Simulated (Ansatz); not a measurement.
Geometry optimisation of [NbS4]3- (NbS4³⁻).

```yaml
crystal:
  periodic: [false, false, false]
  atoms:
    - {symbol: Nb, position_ang: [-0.002450, 0.000230, -0.000960]}
    - {symbol: S, position_ang: [0.012400, -0.017910, 2.291960]}
    - {symbol: S, position_ang: [2.157390, 0.010680, -0.772750]}
    - {symbol: S, position_ang: [-1.088080, 1.877250, -0.744910]}
    - {symbol: S, position_ang: [-1.079260, -1.870250, -0.773340]}
basis:
  gaussian: {orbitals: def2-SVPD}
total_charge: -3
hamiltonian: {xc: {name: B3LYP}, dispersion: d4}
scf: {lower_state_search: "off"}
output: {orbitals: {seedname: orbitals}}
relax: {f_tol: 0.02, max_steps: 100}
```

```sh
$ ansatz run in.yaml --threads 4 --pin off --events-out ev --progress --plain --max-ram 3916MiB
```

Output, abridged:

```
Functional definition: B3LYP
mean field -44882.78391107 eV, -1649.4118860884 hartree, gradient 8.1e-6 eV, S^2 0.000000; 0 other end points of the search recorded, 0 dependent functions left out
relax step   1: F+E_penalty+E_count = -44883.31315992 eV  Δ(F+E_penalty+E_count) = +0.000e0 eV  max|allowed force component| = 6.921e-1 eV/Å  Δτ_max = 0.0000 Å  (16 SCF iters, accepted)
mean field -44882.84887835 eV, -1649.4142735917 hartree, gradient 1.3e-6 eV, S^2 0.000000; 0 other end points of the search recorded, 0 dependent functions left out
relax step   2: F+E_penalty+E_count = -44883.35758298 eV  Δ(F+E_penalty+E_count) = -4.442e-2 eV  max|allowed force component| = 2.271e-1 eV/Å  Δτ_max = 0.0533 Å  (20 SCF iters, accepted)
mean field -44882.84971371 eV, -1649.4143042907 hartree, gradient 2.6e-6 eV, S^2 0.000000; 0 other end points of the search recorded, 0 dependent functions left out
relax step   3: F+E_penalty+E_count = -44883.36389117 eV  Δ(F+E_penalty+E_count) = -6.308e-3 eV  max|allowed force component| = 4.759e-3 eV/Å  Δτ_max = 0.0151 Å  (20 SCF iters, accepted)
Total energy: -44883.36411651 eV, -1649.4332082450 hartree
Atom 0 at    -0.000322     0.000027    -0.000123 Å, force     0.004759    -0.000122     0.001517 eV/Å
Atom 1 at     0.011131    -0.017950     2.329852 Å, force    -0.001024     0.000123     0.002511 eV/Å
Atom 2 at     2.193029     0.011015    -0.786689 Å, force     0.001202     0.000071    -0.001210 eV/Å
Atom 3 at    -1.106251     1.906112    -0.756917 Å, force    -0.002415     0.002375    -0.001297 eV/Å
Atom 4 at    -1.097587    -1.899205    -0.786124 Å, force    -0.002522    -0.002447    -0.001521 eV/Å
Dipole moment:    -0.000383    -0.000033    -0.000076 e Å
Checks for a lower state left out: stability, starts, cluster_reference, orbital_swaps, neighbouring_geometries, increment
```

It took 22 s on 4 threads of Intel Xeon on a shared host.

In the def2 sets Nb takes a core potential; there is no spin–orbit coupling. A multiply charged anion in the gas phase is held together partly by the finite basis. Removing one electron lowers the energy by 4.36 eV at PBE0-D4/def2-TZVPD, so it isn't bound. The highest occupied level of the charge -3 singlet lies above zero (up to 5.85 eV). By energy differences it is unbound by 4.36 eV (vertical, against the charge -2 doublet, at CCSD(T)/def2-SVPD) and held by the finite basis.
